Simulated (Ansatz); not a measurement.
Consider the redistribution: `C[O][GeH2][I]` + `[OH][Ti]([OH])([OH])[F]` → `C[O][GeH2][OH]` + `[OH][Ti]([OH])([F])[I]`.

Gas-phase electronic energies from Ansatz, PBE0-D4/def2-TZVP geometries. CCSD(T)/CBS adds triple-zeta CCSD(T) − MP2 to the extrapolated MP2 energy (def2 sets, frozen cores). DFT in def2-TZVPP. B3LYP here is the variant with VWN-RPA as its local correlation; programs differ in this. HSE06 is defined as in plane-wave codes. Elements past krypton have def2 core potentials. For Ge, I, Ti outer-core shells are correlated without core-valence functions, which leaves a few kJ/mol of doubt a bond. Scalar relativity is left out up to krypton. One conformer a species, not always the lowest.

Question: Is it downhill or uphill in electronic energy at CCSD(T)/CBS, and by how much? (Estimate.)

Answer: Computed: Uphill: ΔE = +20.7 kJ/mol.

Question: What do these levels give: B3LYP-D4, r2SCAN0-D4, ωB97X-V, B2PLYP, HSE06, SCS-MP2/def2-QZVPP? (Estimate.)

Answer: The calculation gave: B3LYP-D4 24.2, r2SCAN0-D4 21.4, ωB97X-V 25.7, B2PLYP 15.2, HSE06 23.9, SCS-MP2/def2-QZVPP 15.0 kJ/mol.

Largest T1 diagnostic among the species: 0.023, so the coupled-cluster value is less sure than usual.

In def2-TZVPP, CCSD(T) changes the Hartree–Fock value by −10.0 kJ/mol (the triples alone add −7.1 kJ/mol) and MP2 by −16.5 kJ/mol. At CCSD(T), def2-SVP lies −4.5 kJ/mol from the extrapolated value and def2-TZVPP −5.2 kJ/mol. Leaving LDA and LC-ωPBE aside and taking each functional with its dispersion term where it has one, the values spread over 10.6 kJ/mol, from B2PLYP to ωB97X-V.
